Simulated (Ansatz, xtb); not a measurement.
# Two isomers of C5H2N2O2

Structure a is `N#C/C=C(/C#N)C(=O)O`, a singlet and structure b is `N#Cc1cc(=O)nco1`, a singlet. Both are isolated molecules in the gas phase, relaxed with r2SCAN-D4/def2-SVP; the shapes shown needn't be the lowest conformers.

a (Å):

```xyz
11

C     0.1625    0.3242    1.7680
C    -0.7568   -0.4609    1.0276
C    -0.6294   -1.7870    0.7447
C    -1.6373   -2.4516   -0.0144
C     0.5611   -2.5701    1.2203
N     0.8196    1.0910    2.3525
N    -2.4618   -2.9934   -0.6349
O     1.4596   -2.0928    1.8647
O     0.4863   -3.8490    0.8357
H    -1.6404    0.0741    0.6619
H     1.2817   -4.2980    1.1734
```

b (Å):

```yaml
atoms:
  - { symbol: C, position_ang: [1.1639, -0.0781, 1.8502] }
  - { symbol: C, position_ang: [0.3452, -1.1254, 1.3253] }
  - { symbol: C, position_ang: [-0.9820, -1.0143, 1.0719] }
  - { symbol: C, position_ang: [-1.7186, -2.1685, 0.5311] }
  - { symbol: C, position_ang: [0.3066, -3.3228, 0.5900] }
  - { symbol: N, position_ang: [1.8100, 0.7902, 2.2788] }
  - { symbol: N, position_ang: [-0.9324, -3.3316, 0.3166] }
  - { symbol: O, position_ang: [-2.9026, -2.1454, 0.2831] }
  - { symbol: O, position_ang: [1.0304, -2.2796, 1.0938] }
  - { symbol: H, position_ang: [-1.5114, -0.0796, 1.2649] }
  - { symbol: H, position_ang: [0.9620, -4.1900, 0.4455] }
```

Estimate E(b) − E(a) at the level CCSD(T)/def2-SVP + ΔMP2/def2-TZVPP.

Calculated at CCSD(T)/def2-SVP + ΔMP2/def2-TZVPP: E(b) − E(a) = +33.5 kJ/mol, so structure a lies lower.

The same difference at several levels:

```csv
level,geometry,E(b) − E(a) (kJ/mol),departure from the last row (kJ/mol),"job, with rough time for the two"
GFN2-xTB,GFN2-xTB,−94.1,−127.6,"optimisation, 0.16 s"
HF/STO-3G,GFN2-xTB,−36.7,−70.2,"single point, 0.44 s"
r2SCAN-D4/def2-SVP//GFN2-xTB,GFN2-xTB,+0.4,−33.1,"single point, 4 s"
r2SCAN-D4/def2-SVP,r2SCAN-D4/def2-SVP,+2.2,−31.3,"optimisation, 33 s"
HF/def2-SVP,r2SCAN-D4/def2-SVP,+30.9,−2.6,part of the CCSD(T) run
MP2/def2-SVP,r2SCAN-D4/def2-SVP,+54.0,+20.5,part of the CCSD(T) run
CCSD(T)/def2-SVP,r2SCAN-D4/def2-SVP,+42.9,+9.4,single point
CCSD(T)/def2-SVP + ΔMP2/def2-TZVPP,r2SCAN-D4/def2-SVP,+33.5,,"single point, 90 s"
```

As drawn, b has 1 C–N, 1 C=N, 1 C–O, 1 C–H in place of 1 C≡N, 1 C–C, 1 O–H. Structure a has no ring, b a 6-membered ring.

GFN2-xTB, HF/STO-3G put the two in the other order. r2SCAN-D4/def2-SVP//GFN2-xTB finds them nearly level. The largest departure from CCSD(T)/def2-SVP + ΔMP2/def2-TZVPP is that of GFN2-xTB, 127.6 kJ/mol. The last row adds to CCSD(T) the change of the MP2 difference between the two basis sets, here −9.4 kJ/mol.

With thermal terms from frequencies at re-optimised GFN2-xTB minima (ideal gas, soft modes damped towards free rotors, one conformer each, 298.15 K, 1 atm): the zero-point term adds +5.5 kJ/mol; ΔH is +35.3 and ΔG +43.4 kJ/mol.

The correlated steps freeze 9 core orbitals. Run with Ansatz 0.2.0, xtb 6.7.1; the last row on 4 threads of Arm Neoverse V1 on a shared host.
